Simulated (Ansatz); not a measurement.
Calculation: frozen-core CCSD(T)/cc-pVTZ // PBE0-D4/def2-TZVP (Ansatz, a program for electronic structure).

Ansatz 0.2 input:
```yaml
crystal:
  periodic: [false, false, false]
  atoms:
    - { symbol: Si, position_ang: [-1.690524, 0.138665, -0.075598] }
    - { symbol: N, position_ang: [-0.00004, 0.00155, -0.070439] }
    - { symbol: Si, position_ang: [1.689674, -0.145852, -0.066735] }
    - { symbol: H, position_ang: [-2.132435, -0.780716, -1.164231] }
    - { symbol: H, position_ang: [-2.319889, -0.284566, 1.204425] }
    - { symbol: H, position_ang: [-2.139639, 1.522334, -0.387943] }
    - { symbol: H, position_ang: [2.155429, 0.938819, 0.845362] }
    - { symbol: H, position_ang: [2.270879, 0.065861, -1.419999] }
    - { symbol: H, position_ang: [2.166541, -1.456098, 0.452465] }
basis:
  gaussian: { orbitals: cc-pVTZ }
correlation:
  method: ccsd_t
magnetization:
  spin_polarized: true
  initial_magnetization: 1
```

Output:

```
Functional definition: HF
1037 factors; integrals over basis functions are off by at most 1.4e-3 eV
mean field evaluation 1: about -17297.4846 eV, gradient 2.4e1 eV
mean field evaluation 2: about -17297.5032 eV, gradient 2.4e1 eV
mean field evaluation 4: about -17301.8476 eV, gradient 3.8e0 eV
mean field evaluation 8: about -17302.1416 eV, gradient 1.9e-1 eV
mean field evaluation 16: about -17300.3917 eV, gradient 1.7e1 eV
mean field evaluation 32: about -17302.0735 eV, gradient 2.4e-1 eV
mean field evaluation 64: about -17302.0456 eV, gradient 8.6e-1 eV
mean field evaluation 96: about -17300.6435 eV, gradient 6.9e0 eV
mean field evaluation 128: about -17301.9767 eV, gradient 6.1e-4 eV
mean field -17302.14257787 eV, -635.8420119233 hartree, gradient 2.6e-6 eV, S^2 0.760669; 6 other end points of the search recorded, 0 dependent functions left out
determinant -17302.14257787 eV, -635.8420119233 hartree, with singles and doubles -17315.34116366 eV, -636.3270510048 hartree
determinant -17301.97674897 eV, -635.8359178235 hartree, with singles and doubles -17315.15814231 eV, -636.3203250942 hartree
determinant -17302.14257787 eV, -635.8420119233 hartree, with singles and doubles -17315.09184863 eV, -636.3178888463 hartree
determinant -17301.97674897 eV, -635.8359178235 hartree, with singles and doubles -17314.90959223 eV, -636.3111910472 hartree
11 core orbitals not correlated
reference -17302.14257787 eV, -635.8420119233 hartree; 10, 9 occupied and 161, 162 virtual orbitals, 1037 factors
second order -11.40737220 eV of doubles, -0.00000000 eV of singles
cycle   1  -12.94927056 eV  change    2.0e-7 eV  update   2.0e-6
perturbative correction -0.41843928 eV, -0.0153773599 hartree
Total energy: -17315.51028771 eV, -636.3332661989 hartree
```

Cost: very roughly 10 core-minutes.
